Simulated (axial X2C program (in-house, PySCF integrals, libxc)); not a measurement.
Pm⁺: configurations by level of theory

Computed with an axial X2C code built on PySCF integrals, basis dyall-cv3z (cores contracted in-house), spin-free (one-electron X2C) and two-component (2c, atomic mean-field Coulomb and Gaunt terms). Energies in eV from the lowest row of each column (rows without correlated energies are left out; n/a marks j-coupled starts, which PBE0 does not hold); electrons by l are Mulliken totals of the Hartree–Fock solution, and PBE0 can relax to another configuration under the same block occupation. Coupled cluster uses truncated natural virtuals with an MP2 remainder. Frozen shells in the correlated columns: 4 s, 3 p, 2 d.

Spin-free determinants:

```
electrons by l  M_S, M_L    HF   MP2  CCSD(T)  PBE0
s11 p24 d20 f5      3, 5  0.00  0.00     0.00  0.29
s11 p24 d20 f5      3, 2  0.20  0.14     0.09  0.01
s11 p24 d20 f5      3, 0  0.31  0.24     0.13  0.16
s11 p24 d20 f5      2, 5  0.14  0.16     0.14  0.53
s11 p24 d20 f5      3, 3  0.30  0.21     0.16  0.00
s11 p24 d20 f5      2, 3  0.44  0.38     0.30  0.24
```

Two-component determinants:

```csv
electrons by l,2M_J,HF,MP2,CCSD(T),PBE0
s11 p24 d20 f5,4,0.00,0.00,0.00,0.21
s11 p24 d20 f5,2,0.12,0.09,0.06,0.00
s11 p24 d20 f5,6,0.14,0.16,0.14,0.45
s11 p24 d20 f5,4,0.26,0.25,0.21,0.24
s11 p24 d20 f5,2,0.37,0.32,0.27,0.12
s11 p24 d20 f5,2,0.55,0.48,0.41,0.28
s11 p24 d20 f5,6,0.60,0.53,0.43,0.38
s11 p24 d20 f5,10,0.60,0.55,0.50,0.36
```

Ground level as tabulated from the NIST Atomic Spectra Database (leading term): 2S+1 = 7, L = 5, J = 2.

Spin-free rows of one term, and 2c rows of one J level, should be degenerate; broken spherical symmetry, the missing current term of PBE0 and determinants that mix terms or J levels spread them. The search is wide but not exhaustive and can miss a configuration; gaps between s and d configurations can be off by some tenths of an eV with this basis and core.

The run took 7.6 min on 1 thread of Arm Neoverse V2 (shared host).
